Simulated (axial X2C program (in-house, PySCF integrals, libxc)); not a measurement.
# TaO⁺: bond constants with and without spin–orbit coupling

All values were computed with an in-house relativistic program for diatomic molecules. Spin-free means the one-electron spin-free X2C Hamiltonian; two-component (2c) means X2C with spin–orbit coupling and atomic mean-field two-electron Coulomb and Gaunt terms, so the difference of the two also holds small scalar two-electron terms. Basis: Ta dyall-cv3z [13s14p9d7f4g], O dyall-av3z [7s6p3d2f] (cores contracted in-house); Gaussian nuclei, density fitting, unrestricted open shells. Masses: Ta 180.948 u, O 15.995 u.

The run was started with this input:
```json
{"zs": [73, 8], "q": 1, "bas": ["dyall-cv3z", "dyall-av3z"], "levels": ["PBE0", "HF", "TPSSh"], "cc": true, "r0": 1.83, "thr": -1.0, "nmax": 90, "npts": 10, "nst": 2, "ntry": 6}
```
```bash
python so2c.py task.json out
```

Keys: zs atomic numbers; q charge; bas basis sets; levels methods; cc coupled cluster on or off; r0 starting distance in Å; thr threshold in hartree for freezing inner shells (an s shell follows its p shell); nmax most natural virtual spinors; npts points on the curve; nst determinants followed; ntry starts of the search. HF also brings MP2.

State, spin-free: M_S = 1, Λ = 2 (beyond evenly filled blocks: σα, δ+α); electrons by block: σα: 16, σβ: 15, π+α: 8, π+β: 8, π-α: 8, π-β: 8, δ+α: 4, δ+β: 3, δ-α: 3, δ-β: 3, φ+α: 1, φ+β: 1, φ-α: 1, φ-β: 1. Fragments: Ta+ + O.

State, 2c: Ω = 1 (⟨Sz⟩ = -1.00, ⟨Lz⟩ = 2.00 at PBE0); electrons by block: 1/2: 23, -1/2: 24, 3/2: 12, -3/2: 11, 5/2: 4, -5/2: 4, 7/2: 1, -7/2: 1. Fragments: Ta+ + O.

| Hamiltonian | level | Re (Å) | ωe (cm⁻¹) | ωexe (cm⁻¹) | Be (cm⁻¹) | αe (cm⁻¹) | De (eV) | μ (D) |
| --- | --- | --- | --- | --- | --- | --- | --- | --- |
| spin-free | PBE0 | 1.653 | 1114.7 | 3.41 | 0.4196 | 0.00174 | 7.37 | -3.91 |
| spin-free | TPSSh | 1.664 | 1086.0 | 3.42 | 0.4142 | 0.00176 | 7.58 | -3.83 |
| 2c | PBE0 | 1.653 | 1112.2 | 3.44 | 0.4196 | 0.00175 | n/a | -3.92 |
| 2c | TPSSh | 1.664 | 1083.5 | 3.44 | 0.4142 | 0.00177 | n/a | -3.83 |

Dipoles are positive if O is the positive end and refer to the centre of mass.

The state is a single determinant with fixed occupations, the lowest that a limited PBE0 search found. Dissociation energies refer to the lowest single-determinant-based atoms at the same level and basis. De is not given where an atomic determinant may have missed its ground term or J level, or where the truncated virtual space spoils (T). Density functionals use the spin component along the axis (collinear). PBE0 can misorder states that lie within some tenths of an eV, so this need not be the ground state of the molecule. The nearest other spin-free determinant of the search, M_S = 0, Λ = 0, lies 0.82 eV up at the distance of the search. Without a current term, density functionals place determinants with orbital angular momentum somewhat too high. With several unpaired electrons one determinant need not be a pure state. The determinant is spin-polarised beyond a pure state at some levels (its spin-free form has ⟨S²⟩ too high), which makes Re and μ there less reliable.

No reliable constants came from CCSD (2c), CCSD (spin-free), CCSD(T) (2c), CCSD(T) (spin-free), HF (2c), HF (spin-free), MP2 (2c), MP2 (spin-free): no minimum in range, unconverged points, a curve that is not smooth, a change of character along it, or the two Hamiltonians disagreeing along it.

Rough cost a point (2c) on 1 thread(s) of a shared host, integrals apart: PBE0 1.5 s, TPSSh 2.1 s.

The whole task took 4.7 min on 1 thread of Arm Neoverse V1 (shared host).
